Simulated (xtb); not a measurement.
Si(H)2(OH)(NH2) (H5NOSi), SMILES N[SiH2]O. All values are semi-empirical tight-binding results from xtb (GFN2-xTB unless named), good for trends rather than for accurate numbers. Coordinates come from a GFN2-xTB optimisation. The values are those of a single conformer.

Optimised geometry:

```xyz
8

Si    -0.3596    -0.3191    -0.0062
N      1.3104    -0.7008     0.1110
O     -0.5698     1.3013    -0.0963
H     -0.9932    -0.8305     1.2062
H     -0.8479    -0.9457    -1.2318
H      1.8986    -0.5047    -0.6827
H      1.7978    -0.4478     0.9553
H     -1.4355     1.6913    -0.1666
```

Computed properties:
```
Quantity                                       Result
--------------------------------------  -------------
point group as xtb finds it                        Cs
orbital gap                                   6.28 eV
dipole moment                                  1.16 D
zero-point energy                       34.4 kcal/mol
G − E(el) at 298.15 K (modified RRHO)   17.3 kcal/mol
static polarisability (D4 model)           47.1 bohr³
solvation energy, GFN2-xTB/ALPB(water)  -5.5 kcal/mol
solvation energy, GFN2-xTB/ALPB(chcl3)  -2.5 kcal/mol
```

Computed atomic charges and the Wiberg bond orders between heavy atoms:
charges (e) Si1 0.52, N2 -0.42, O3 -0.48, H4 -0.10, H5 -0.10, H6 0.15, H7 0.15, H8 0.29. Bond orders Si1–N2 1.12, Si1–O3 1.16.
